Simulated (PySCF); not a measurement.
Q: What does the GFN2-xTB structure of `c1c(CC)sc(c1)[S-]` look like in three dimensions? (Charge -1.)

A: 
```xyz
15
C6H7S2 angstrom
C     -2.1044    0.9645    0.0841
C     -1.4120   -0.2259   -0.5861
C      0.0514   -0.2499   -0.2979
C      0.7394   -1.0299    0.5779
C      2.1193   -0.7666    0.6310
C      2.5447    0.2386   -0.2042
S      4.0955    0.8373   -0.4268
S      1.1320    0.8752   -1.0940
H     -3.1682    0.9829   -0.1540
H     -1.6494    1.8901   -0.2611
H     -1.9878    0.9076    1.1647
H     -1.8586   -1.1594   -0.2276
H     -1.5772   -0.1634   -1.6667
H      0.2607   -1.7940    1.1751
H      2.8102   -1.2991    1.2638
```

Any rigid rotation of these coordinates is as good. Atoms count from 1 in this order. C4 (aromatic CH carbon) is planar (angles 123.1°, 122.5° and 114.4°, sum 360.0°, 0.00 Å off the plane of its three neighbours). The C–C distances run from 1.360 Å (C3–C4, aromatic) to 1.532 Å (C1–C2, drawn single), a spread of 0.172 Å. The 3 C–S bonds span 1.677 Å (C6–S7, drawn single) to 1.787 Å (C6–S8, aromatic), a spread of 0.110 Å. C6 (substituted aromatic carbon) is planar (angles 128.9°, 122.5° and 108.6°, sum 360.0°, 0.00 Å off the plane of its three neighbours).

Bonds between heavy atoms (Å): C1–C2 1.532, C2–C3 1.492, C3–C4 1.360, C4–C5 1.406, C5–C6 1.374, C6–S7 1.677, C6–S8 1.787, C3–S8 1.751.

Structure optimised with GFN2-xTB, isolated species.

Point group: C1 (no symmetry element, even within 0.4 Å). Whether it is a minimum is left open (no frequencies). Torsions: C1–C2–C3–C4 103°.

One conformer stands for the species.

These are computed values.
